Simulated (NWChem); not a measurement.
# C$_{4}$H$_{4}$O$_{2}$; SMILES C#CCC(=O)O

```xyz
10

C      0.2268     2.6474    -0.0015
C     -0.2839     1.5378     0.0000
C     -0.9237     0.2298     0.0019
C     -0.0203    -1.0063     0.0000
O     -0.4521    -2.1407    -0.0019
O      1.2943    -0.7020     0.0011
H      0.6915     3.6231    -0.0027
H     -1.5901     0.1167     0.8850
H     -1.5948     0.1161    -0.8775
H      1.7627    -1.5659    -0.0003
```
Atoms are numbered in this order, from 1.

Computed with NWChem. Medium grid unless said otherwise, to which SCAN and Minnesota functionals are sensitive. Coordinates come from a PBE-D3(BJ)/def2-SVP optimisation. Total energies of different functionals are on different scales.

| level | energy (Ha) | highest occupied level (eV) | orbital gap (eV) | dipole (D) |
|---|---|---|---|---|
| B3LYP/def2-SVP | -304.9952 | -7.39 | 7.21 | 1.09 |
| PBE/def2-SVP | -304.6458 | -6.21 | 5.18 | 0.98 |
| MN15-L/def2-SVP | -304.6682 | -6.75 | 6.28 | 1.12 |
| M06/def2-SVP | -304.8123 | … | … | 1.12 |
| BLYP/def2-SVP | -304.9112 | -6.03 | 5.16 | 0.99 |
| B3PW91/def2-SVP | -304.8760 | -7.46 | 7.25 | 1.09 |
| Hartree-Fock/def2-SVP | -303.2400 | -10.74 | 15.02 | 1.45 |

### Question
Fill in the missing entries.

### Answer

- M06/def2-SVP, highest occupied level (eV): -7.81
- M06/def2-SVP, orbital gap (eV): 7.83
